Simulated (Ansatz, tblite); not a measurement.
Removing and adding an electron: GaGe₁₈H₂₈, a doped nanocrystal cut from the lattice of germanium (Ga on an inner site). Total charge 0; doublet. Geometry: PBE-D4/def2-SVP. Ansatz, gas phase; energy differences of separate SCF runs; the oxidised species was run as a singlet alone; the reduced species was run as a singlet alone.

```xyz
47

Ge   -0.129    0.525    4.340
Ge   -4.024    1.504   -0.852
Ge    2.393    2.218    1.742
Ge   -0.733    3.064   -2.416
Ge    3.612   -0.837    4.049
Ge    0.553   -2.978    2.595
Ge    3.459   -1.351    0.185
Ga   -0.482    0.224    0.408
Ge   -2.565   -2.142   -1.624
Ge    0.610   -0.641   -3.610
Ge   -2.974    0.546   -4.580
Ge    2.201    1.160    3.943
Ge   -1.723    2.187   -0.354
Ge   -0.830   -0.957    2.518
Ge   -3.934   -0.307   -2.495
Ge    1.986    0.585   -0.078
Ge   -0.697    1.351   -4.169
Ge    2.925   -2.427    2.317
Ge   -0.182   -1.483   -1.454
H    -1.014    1.808    4.355
H    -0.241   -0.156    5.738
H    -4.881    2.673   -1.427
H    -4.718    0.989    0.445
H     1.349    3.364    1.589
H     3.815    2.830    1.531
H    -1.550    4.274   -2.965
H     0.719    3.564   -2.152
H     3.473   -1.475    5.463
H     5.107   -0.449    3.844
H     0.403   -3.710    3.964
H     0.120   -3.977    1.482
H     4.936   -0.856    0.229
H     3.316   -2.311   -1.030
H    -3.042   -2.560   -0.201
H    -2.651   -3.398   -2.549
H     2.140   -0.367   -3.561
H     0.357   -1.730   -4.696
H    -3.874    1.701   -5.111
H    -2.950   -0.577   -5.659
H     2.676    2.199    5.007
H    -1.777    3.340    0.700
H    -2.319   -1.361    2.767
H    -5.362   -0.877   -2.766
H     2.210    1.302   -1.447
H    -0.134    1.963   -5.491
H     3.784   -3.724    2.451
H     0.644   -2.719   -0.977
```

The xTB rows come from tblite. Single mean-field runs in def2-TZVP are fitted with def2-universal-jkfit.

| level | −HOMO (eV) | vertical IE (eV) | −LUMO (eV) | vertical EA (eV) | HOMO–LUMO gap (eV) | IE − EA (eV) |
| --- | --- | --- | --- | --- | --- | --- |
| GFN1-xTB | – | 12.10 | – | 9.50 | – | 2.61 |
| GFN2-xTB | – | 10.78 | – | 7.70 | – | 3.08 |
| PBE-D4/def2-TZVP | 5.21 | 6.87 | 4.78 | 3.25 | 0.43 | 3.62 |
| B97M-V/def2-TZVP | 5.54 | 7.09 | 4.88 | 3.36 | 0.66 | 3.73 |
| PBE0-D4/def2-TZVP | 6.09 | 7.13 | 4.24 | 3.34 | 1.85 | 3.79 |

   HOMO and LUMO are the levels of the spin that leaves or enters (xTB has no such levels and no spin-polarisation term). Other spin states of the ions may lie lower, which would lower the ionisation energy or raise the affinity. Raw xTB energy differences between charge states are shifted by several eV; the methods need an empirical correction for them. Sets without diffuse functions give affinities that are too small.
